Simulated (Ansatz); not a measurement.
Mulliken charges of ClGeH₅SSi, SMILES `Cl[SiH2][S][GeH3]` from PBE/def2-TZVPP in Ansatz (PBE0-D4/def2-TZVP geometry).

```json
{"atom": "Cl1", "x (Å)": "-1.908", "y (Å)": "1.803", "z (Å)": "2.252", "charge (e)": "-0.206"}
{"atom": "Si2", "x (Å)": "-1.091", "y (Å)": "0.417", "z (Å)": "0.984", "charge (e)": "0.369"}
{"atom": "S3", "x (Å)": "0.217", "y (Å)": "1.429", "z (Å)": "-0.341", "charge (e)": "-0.288"}
{"atom": "Ge4", "x (Å)": "1.202", "y (Å)": "-0.422", "z (Å)": "-1.109", "charge (e)": "0.176"}
{"atom": "H5", "x (Å)": "-2.201", "y (Å)": "-0.242", "z (Å)": "0.257", "charge (e)": "-0.045"}
{"atom": "H6", "x (Å)": "-0.355", "y (Å)": "-0.584", "z (Å)": "1.793", "charge (e)": "-0.041"}
{"atom": "H7", "x (Å)": "1.691", "y (Å)": "-0.088", "z (Å)": "-2.521", "charge (e)": "0.018"}
{"atom": "H8", "x (Å)": "2.369", "y (Å)": "-0.804", "z (Å)": "-0.190", "charge (e)": "0.009"}
{"atom": "H9", "x (Å)": "0.163", "y (Å)": "-1.556", "z (Å)": "-1.142", "charge (e)": "0.008"}
```

Problem. By hand: the dipole of these point charges (1 e Å = 4.8032 D).

Solution. Σ q r = (0.306, -0.690, -0.339) e Å, of length 0.827 e Å = 3.97 D.

Problem. How does the dipole of the full density compare? (Best estimate.)

Solution. Ansatz gave: (0.190, -0.362, -0.208) e Å, 2.20 D; the point charges give 1.80 times that, at 4° from its direction.

Point charges leave out the atoms' own dipoles, such as those of lone pairs, and Mulliken's split depends on the basis, so the two needn't agree.
